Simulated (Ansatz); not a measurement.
**Cost against result**

Saddle point of Si$_{2}$NH$_{8}$F, closed shell (Si₂NH₇ ([NH2][SiH2][SiH3]) + HF → SiNH₄F ([NH2][SiH2][F]) + SiH₄; bonds formed: Si1–F7, Si2–H6; bonds broken: Si1–Si2, H6–F7), PBE0-D4/def2-TZVP structure:

Si1  (-0.695, 0.246, -0.491)
Si2  (0.718, -1.358, 0.942)
H3  (-0.304, -0.842, -1.453)
H4  (-2.134, 0.025, -0.240)
N5  (-0.082, 1.608, -1.283)
H6  (-0.092, 0.263, 1.215)
F7  (-0.658, 1.296, 1.204)
H8  (1.116, -1.375, 2.381)
H9  (-0.126, -2.548, 0.668)
H10  (1.945, -1.382, 0.108)
H11  (0.354, 1.546, -2.185)
H12  (-0.042, 2.521, -0.866)
(Å)

Barriers are electronic and count from the start structure reached by relaxing down the imaginary mode.

Program: Ansatz 0.2.0. Basis: as named in each row. Cores are frozen in the correlated methods. B3LYP uses VWN-RPA correlation. Extrapolation: Hartree–Fock as exp(−7.88 √X), correlation as X^−2.97.

Times are rough, for one single point on 4 threads of a shared host (Intel Xeon).

The estimate by CCSD(T) at an estimated basis limit (MP2 extrapolated from triple and quadruple zeta, plus CCSD(T) − MP2 in triple zeta) is 138.4 kJ/mol.

```csv
method,basis,time (s),barrier (kJ/mol),method less estimate
HF,STO-3G,under 1,358.4,220.0
PBE-D4,STO-3G,under 1,103.6,-34.7
SPW92,def2-SVP,1,69.0,-69.4
PBE-D4,def2-SVP,2,98.0,-40.4
B3LYP-D4,6-31G,2,150.6,12.2
PBE0-D4,def2-SVP,2,121.6,-16.7
SPW92,def2-TZVPP,2,76.4,-62.0
PBE-D4,def2-TZVPP,4,104.5,-33.9
BLYP-D4,def2-TZVPP,4,118.0,-20.4
B3LYP-D4,def2-TZVPP,6,131.3,-7.1
wB97M-V,def2-SVP,6,122.3,-16.1
BHLYP-D4,def2-TZVPP,6,151.6,13.3
PBE0-D4,def2-TZVPP,6,123.4,-15.0
CCSD(T),def2-SVP,7,154.7,16.3
r2SCAN-D4,def2-TZVPP,7,110.1,-28.2
CAM-B3LYP-D4,def2-TZVPP,7,131.6,-6.8
r2SCAN0-D4,def2-TZVPP,9,125.5,-12.8
RPA on PBE,def2-TZVPP,10,137.3,-1.0
B97M-V,def2-TZVPP,13,125.7,-12.7
B2PLYP,def2-TZVPP,13,134.8,-3.6
PBE-QIDH,def2-TZVPP,13,134.1,-4.2
wB97X-V,def2-TZVPP,15,131.3,-7.0
wB97M-V,def2-TZVPP,15,125.0,-13.4
MP2,def2-QZVPP,46,131.7,-6.6
CCSD(T),def2-TZVPP,150,141.3,2.9
```

All methods are single points on the PBE0-D4 structures.

The T1 diagnostic stays at or below 0.014.

Labels in which every atom is bracketed show which atoms are joined, not bond orders.
